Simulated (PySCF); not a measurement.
# HF beside CCSD(T) along the fifth-period p block: bonds to Br

HF and CCSD(T) in PySCF with x2c-TZVPPall on every atom, spin-free X2C, for the lowest determinant that a PBE0 search found; no spin–orbit coupling.

| molecule | state (unpaired electrons) | HF Re (Å) | HF ωe (cm⁻¹) | HF De (eV) | CCSD(T) Re (Å) | CCSD(T) ωe (cm⁻¹) | CCSD(T) De (eV) |
| --- | --- | --- | --- | --- | --- | --- | --- |
| InBr | singlet (closed shell) | 2.586 | 215 | 3.07 | 2.556 | 224 | 4.08 |
| SbBr | triplet (π ↑↑) | 2.508 | 259 | 1.44 | 2.495 | 259 | 2.51 |
| TeBr | doublet (π ↑) | 2.476 | 277 | 0.97 | ? | ? | ? |
| IBr | singlet (closed shell) | 2.465 | 292 | 0.67 | 2.485 | 266 | 1.96 |

(1) Estimate the CCSD(T) values of TeBr by adding the mean shift from HF to CCSD(T) of the other rows, and compare with the calculation.

(2) What are the mean differences of HF from CCSD(T) over the whole series?

In a basis of this size CCSD(T) is itself not converged; it tends to give bonds that are too long and too weak.

Correlated steps freeze 27 core orbitals. Spin–orbit coupling is left out, which matters for elements this heavy, above all for dissociation energies. Where the molecule has an RHF reference, its open-shell atoms are computed with UHF. States were picked by a PBE0 search and need not be the measured ground states.

Answers

(1) The mean shifts are -0.8 pm, -6 cm⁻¹ and +1.12 eV, which give 2.468 Å, 271 cm⁻¹ and 2.09 eV. CCSD(T)/x2c-TZVPPall gives Re = 2.476 Å, ωe = 266 cm⁻¹, De = 2.20 eV.

(2) Re +0.6 pm, ωe +7 cm⁻¹, De -1.15 eV.
